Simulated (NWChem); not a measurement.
A series in which one site is exchanged, each optimised at PBE0/def2-SVP with NWChem, gas phase unless a solvent is named. Some are not confirmed as minima by frequencies. def2 effective core potentials on I, Hf; no spin-orbit coupling.

A: [I][HfH3] (HfH$_{3}$I; site = I)
B: [Cl][HfH3] (HfH3Cl; site = Cl)
C: [F][HfH3] (HfH3F; site = F)
D: [Br][HfH3] (HfH$_{3}$Br; site = Br)

Values for A:

orbital gap (eV), PBE0/def2-SVP: 5.92
static polarisability, PBE/def2-SVPD (bohr³): 86.6
lowest singlet excitation, PBE/def2-SVPD, TDA (eV): 3.89

How do these values change for the other members?


```json
[
 {"change from A": "orbital gap (eV), PBE0/def2-SVP", "B": "+0.47", "C": "+0.61", "D": "+0.40"},
 {"change from A": "static polarisability, PBE/def2-SVPD (bohr³)", "B": "-23.1", "C": "-37.6", "D": "-14.8"},
 {"change from A": "lowest singlet excitation, PBE/def2-SVPD, TDA (eV)", "B": "+0.19", "C": "+0.36", "D": "+0.14"}
]
```
